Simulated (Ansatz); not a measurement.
Process, species as SMILES: [S]=[Ge] (S-Ge) (closed-shell singlet) → Ge atom + S atom
B3LYP-D3(BJ)/def2-TZVP geometries, fixed; electronic energies without zero-point terms.
Largest species:
```
Ge
S 1 2.0285
```

Basis-set convergence of the atomisation energy at MP2 with Ansatz (a program for electronic structure). All functions are spherical. Cores are frozen (with 3d on Ga to Br). Open shells are unrestricted. No added dispersion term, no relativity. Functions are those of the species that has most. Reference: Hartree-Fock in aug-cc-pV(5+d)Z plus the correlation part extrapolated as X^-3 from aug-cc-pV(Q+d)Z and aug-cc-pV(5+d)Z, 138.56 kcal/mol, itself unsure by roughly 0.54 kcal/mol (a third of the extrapolation step and of the last Hartree-Fock step). Deviations are taken from unrounded values.

| basis | functions | atomisation energy (kcal/mol) |
|---|---|---|
| pcseg-1 | 45 | 120.36 |
| aug-pcseg-1 | 63 | 122.45 |
| cc-pV(D+d)Z | 50 | 120.88 |
| aug-cc-pV(D+d)Z | 68 | 124.36 |
| def2-SVP | 50 | 121.54 |
| def2-SVPD | 65 | 123.75 |
| pcseg-2 | 77 | 128.66 |
| aug-pcseg-2 | 109 | 131.08 |
| cc-pV(T+d)Z | 82 | 130.37 |
| aug-cc-pV(T+d)Z | 114 | 131.74 |
| def2-TZVP | 85 | 130.74 |
| def2-TZVPD | 100 | 131.66 |
| def2-TZVPP | 90 | 130.95 |
| def2-TZVPPD | 105 | 131.87 |
| cc-pV(Q+d)Z | 132 | 134.67 |
| aug-cc-pV(Q+d)Z | 182 | 135.41 |
| pcseg-3 | 132 | 134.14 |
| aug-pcseg-3 | 182 | 134.74 |
| def2-QZVPP | 159 | 134.76 |
| def2-QZVPPD | 174 | 134.89 |
| cc-pV(5+d)Z | 204 | 136.48 |
| aug-cc-pV(5+d)Z | 276 | 136.95 |

What the diffuse functions change, pair by pair:
- pcseg-1 to aug-pcseg-1: 18 more functions, deviation -18.20 to -16.11 kcal/mol
- cc-pV(D+d)Z to aug-cc-pV(D+d)Z: 18 more functions, deviation -17.68 to -14.20 kcal/mol
- def2-SVP to def2-SVPD: 15 more functions, deviation -17.02 to -14.81 kcal/mol
- pcseg-2 to aug-pcseg-2: 32 more functions, deviation -9.90 to -7.48 kcal/mol
- cc-pV(T+d)Z to aug-cc-pV(T+d)Z: 32 more functions, deviation -8.19 to -6.82 kcal/mol
- def2-TZVP to def2-TZVPD: 15 more functions, deviation -7.82 to -6.90 kcal/mol
- def2-TZVPP to def2-TZVPPD: 15 more functions, deviation -7.61 to -6.70 kcal/mol
- cc-pV(Q+d)Z to aug-cc-pV(Q+d)Z: 50 more functions, deviation -3.89 to -3.15 kcal/mol
- pcseg-3 to aug-pcseg-3: 50 more functions, deviation -4.42 to -3.82 kcal/mol
- def2-QZVPP to def2-QZVPPD: 15 more functions, deviation -3.80 to -3.67 kcal/mol
- cc-pV(5+d)Z to aug-cc-pV(5+d)Z: 72 more functions, deviation -2.08 to -1.61 kcal/mol

Leaving out the reference's own pair, they bring the value nearer the reference by more than 0.54 kcal/mol in 9 of 10 pairs.
